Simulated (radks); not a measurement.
Species: Ti VI. Configuration: [Ne] 3s2 3p5. All-electron calculation, Dirac Kohn-Sham, PBE, spin-unpolarised, spherical densities, point nucleus; open shells fill j = l - 1/2 first. Program: a radial shooting solver on a logarithmic mesh with Libxc functionals. Some entries of the table are withheld. Estimate them.

| orbital | occ. | eigenvalue (Ry) | r(max) (bohr) |
|---|---|---|---|
| 1s1/2 | 2 | -363.7935 | 0.04555 |
| 2s1/2 | 2 | (1) | 0.2688 |
| 2p1/2 | 2 | (2) | 0.2180 |
| 2p3/2 | 4 | (3) | 0.2202 |
| 3s1/2 | 2 | (4) | (5) |
| 3p1/2 | 2 | -8.14395 | (6) |
| 3p3/2 | 3 | -8.08610 | (7) |

Answer. 
(1) 2s1/2 eigenvalue (Ry): -45.44473
(2) 2p1/2 eigenvalue (Ry): -38.92428
(3) 2p3/2 eigenvalue (Ry): -38.49925
(4) 3s1/2 eigenvalue (Ry): -9.93617
(5) 3s1/2 r(max) (bohr): 0.8485
(6) 3p1/2 r(max) (bohr): 0.8635
(7) 3p3/2 r(max) (bohr): 0.8690
